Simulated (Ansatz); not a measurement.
One geometry of Ga4As4⁻, several levels of theory.

```yaml
crystal:
  periodic: [false, false, false]
  atoms:
    - {symbol: Ga, position_ang: [0.175646, 1.974755, 0.247229]}
    - {symbol: Ga, position_ang: [0.222788, 0.634455, -2.092776]}
    - {symbol: Ga, position_ang: [0.879417, -0.319154, 2.074468]}
    - {symbol: Ga, position_ang: [-1.611226, -0.509151, 0.240193]}
    - {symbol: As, position_ang: [-1.140956, -1.462691, -1.900708]}
    - {symbol: As, position_ang: [-1.377144, 1.140167, 1.939019]}
    - {symbol: As, position_ang: [2.099041, 0.340741, -0.255205]}
    - {symbol: As, position_ang: [0.752434, -1.799122, -0.252230]}
basis:
  gaussian: {orbitals: def2-SVP, initial_orbitals: start.molden}
total_charge: -1
magnetization: {spin_polarized: true, initial_magnetization: 3}
hamiltonian: {xc: r2scan, dispersion: d4}
scf: {omitted_lower_state_checks: [starts]}
output: {orbitals: {seedname: orbitals}}
```

The file start.molden holds the orbitals of an earlier run on this structure, at another level or in another basis.

```sh
$ ansatz run in.yaml --threads 6 --pin off --events-out ev --progress --plain --max-ram 7833MiB
```

Output, abridged:

```
Functional definition: r2SCAN
2872 factors; their error is unknown
mean field evaluation 1: about -452826.9979 eV, gradient 6.0e0 eV
mean field evaluation 2: about -452827.1607 eV, gradient 1.5e-1 eV
mean field evaluation 4: about -452826.9353 eV, gradient 2.6e-3 eV
mean field -452826.93532045 eV, -16641.0829359057 hartree, gradient 1.5e-5 eV, S^2 3.774623; 0 other end points of the search recorded, 0 dependent functions left out
reference -452826.93533590 eV, -16641.0829364734 hartree; 130, 127 occupied and 126, 129 virtual orbitals, 2872 factors
Total energy: -452827.10780624 eV, -16641.0892746416 hartree
Checks for a lower state left out: starts
```

It took 15 s on 6 threads of Intel Xeon Platinum 8488C on a shared host, peak host memory 0.98 GiB.

The first input with `hamiltonian: {xc: pbe0, dispersion: d4}` (abridged; 18 s):

```
Functional definition: PBE0
mean field -452770.84520659 eV, -16639.0216622407 hartree, gradient 2.1e-5 eV, S^2 3.769875
Total energy: -452771.63477915 eV, -16639.0506784971 hartree
Checks for a lower state left out: starts
```

First input, but with `hamiltonian: {xc: {name: revPBE}, dispersion: d4}` (abridged; 5.5 s):

```
Functional definition: revPBE
mean field -452793.06738254 eV, -16639.8383121442 hartree, gradient 1.9e-5 eV, S^2 3.759624
Total energy: -452794.70239619 eV, -16639.8983977874 hartree
Checks for a lower state left out: starts
```

First input, but with `gaussian: {orbitals: STO-3G}`, `hamiltonian: {xc: hf}` (abridged; 66 s):

```
Functional definition: HF
mean field evaluation 16: about -447390.1412 eV, gradient 1.5e0 eV
mean field evaluation 32: about -447390.3217 eV, gradient 2.6e-5 eV
mean field -447390.32171353 eV, -16441.2910709203 hartree, gradient 9.1e-6 eV, S^2 5.966836
Total energy: -447390.32171353 eV, -16441.2910709203 hartree
Checks for a lower state left out: starts
```

As the first input, with `hamiltonian: {xc: {name: BHLYP}, dispersion: d4}` (abridged; 20 s):

```
Functional definition: BHLYP
mean field -452821.35950972 eV, -16640.8780286410 hartree, gradient 4.1e-5 eV, S^2 3.780481
Total energy: -452823.11556957 eV, -16640.9425626500 hartree
Checks for a lower state left out: starts
```

The first input with `hamiltonian: {xc: pbe, dispersion: d4}` (abridged; 5.5 s):

```
Functional definition: PBE
mean field -452760.13881001 eV, -16638.6282094235 hartree, gradient 4.6e-5 eV, S^2 3.757874
Total energy: -452761.04469880 eV, -16638.6615002224 hartree
Checks for a lower state left out: starts
```

Geometry: r2SCAN-D4/def2-SVP.

At HF/STO-3G the charge -1 quartet is spin-contaminated (final ⟨S²⟩ up to 5.97, 3.75 for a pure state). At HF/STO-3G the highest occupied level of the charge -1 quartet lies above zero (up to 1.32 eV). In Hartree–Fock with STO-3G the lack of diffuse functions raises the level. At PBE0-D4/def2-SVP a doublet of charge -1 lies 0.71 eV below the quartet, each at its own geometry. The structure comes from a short search, and lower isomers may exist.
